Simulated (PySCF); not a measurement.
Species: `C[Si@@H]1NCC[C@@H]1C(=O)O`. The columns A, B, C and D hold Mulliken, IAO, Hirshfeld and ESP-fitted charges (e) of one PBE0/pcSseg-1 density (PySCF), in a shuffled order. Coordinates in Å (GFN2-xTB); the density's dipole moment is (-1.01, 2.37, -0.93) D.

```json
{"atom": "C1", "x": "-1.713", "y": "-1.195", "z": "-1.249", "A": "-0.795", "B": "-0.738", "C": "-0.220", "D": "-0.637"}
{"atom": "Si2", "x": "-1.145", "y": "-0.301", "z": "0.319", "A": "+0.796", "B": "+1.044", "C": "+0.406", "D": "+0.971"}
{"atom": "N3", "x": "-1.164", "y": "1.406", "z": "0.123", "A": "-0.694", "B": "-0.688", "C": "-0.247", "D": "-0.670"}
{"atom": "C4", "x": "0.067", "y": "2.069", "z": "0.509", "A": "-0.007", "B": "-0.139", "C": "-0.024", "D": "+0.002"}
{"atom": "C5", "x": "1.191", "y": "1.096", "z": "0.168", "A": "-0.094", "B": "-0.256", "C": "-0.075", "D": "-0.163"}
{"atom": "C6", "x": "0.761", "y": "-0.294", "z": "0.628", "A": "-0.157", "B": "-0.433", "C": "-0.118", "D": "-0.604"}
{"atom": "C7", "x": "1.379", "y": "-1.430", "z": "-0.080", "A": "+0.627", "B": "+0.529", "C": "+0.204", "D": "+0.489"}
{"atom": "O8", "x": "1.557", "y": "-2.527", "z": "0.393", "A": "-0.570", "B": "-0.490", "C": "-0.293", "D": "-0.420"}
{"atom": "O9", "x": "1.677", "y": "-1.178", "z": "-1.372", "A": "-0.595", "B": "-0.496", "C": "-0.163", "D": "-0.380"}
{"atom": "H10", "x": "-2.772", "y": "-1.039", "z": "-1.424", "A": "+0.202", "B": "+0.159", "C": "+0.044", "D": "+0.140"}
{"atom": "H11", "x": "-1.174", "y": "-0.848", "z": "-2.126", "A": "+0.193", "B": "+0.164", "C": "+0.040", "D": "+0.148"}
{"atom": "H12", "x": "-1.550", "y": "-2.264", "z": "-1.158", "A": "+0.194", "B": "+0.160", "C": "+0.041", "D": "+0.141"}
{"atom": "H13", "x": "-1.810", "y": "-0.846", "z": "1.514", "A": "-0.188", "B": "-0.155", "C": "-0.088", "D": "-0.098"}
{"atom": "H14", "x": "-1.986", "y": "1.983", "z": "0.170", "A": "+0.331", "B": "+0.257", "C": "+0.116", "D": "+0.185"}
{"atom": "H15", "x": "0.080", "y": "2.303", "z": "1.582", "A": "+0.043", "B": "+0.110", "C": "+0.027", "D": "+0.102"}
{"atom": "H16", "x": "0.174", "y": "3.006", "z": "-0.046", "A": "+0.077", "B": "+0.138", "C": "+0.042", "D": "+0.118"}
{"atom": "H17", "x": "1.327", "y": "1.082", "z": "-0.913", "A": "+0.078", "B": "+0.153", "C": "+0.033", "D": "+0.139"}
{"atom": "H18", "x": "2.129", "y": "1.402", "z": "0.635", "A": "+0.051", "B": "+0.140", "C": "+0.042", "D": "+0.131"}
{"atom": "H19", "x": "0.938", "y": "-0.429", "z": "1.695", "A": "+0.071", "B": "+0.170", "C": "+0.049", "D": "+0.165"}
{"atom": "H20", "x": "2.027", "y": "-1.984", "z": "-1.780", "A": "+0.438", "B": "+0.371", "C": "+0.184", "D": "+0.241"}
```

Problem. Which column most likely holds the ESP-fitted charges?

Solution. A. Σ q r misses the density's dipole by 0.04 D (A), 0.67 D (C), 1.19 D (B), 1.62 D (D). Charges fitted to the outside potential are the only set here that is tied to the molecule's multipoles.

Problem. And the Hirshfeld charges?

Solution. C. The mean sizes are 0.123 e (C), 0.297 e (D), 0.310 e (A), 0.340 e (B), and Hirshfeld charges are commonly the smallest of these schemes.

As computed, A = ESP-fitted, B = IAO, C = Hirshfeld, D = Mulliken. Hydrogens on carbon: ESP-fitted +0.04 to +0.20, IAO +0.11 to +0.17, Hirshfeld +0.03 to +0.05, Mulliken +0.10 to +0.17 e.

The Mulliken scheme gives each basis function's population to the atom it is centred on and halves the overlap population of two atoms between them. The IAO scheme counts the electrons in orthogonalised intrinsic atomic orbitals, a minimal basis polarised so that it spans the occupied orbitals exactly.

Isolated species at its GFN2-xTB geometry (one conformer only).

These values come from a run that also computed NMR shieldings. On Intel Xeon Platinum 8259CL at 2.50 GHz, one thread (shared host), this took 62 s of wall time and 1.0 GiB of memory at its peak.
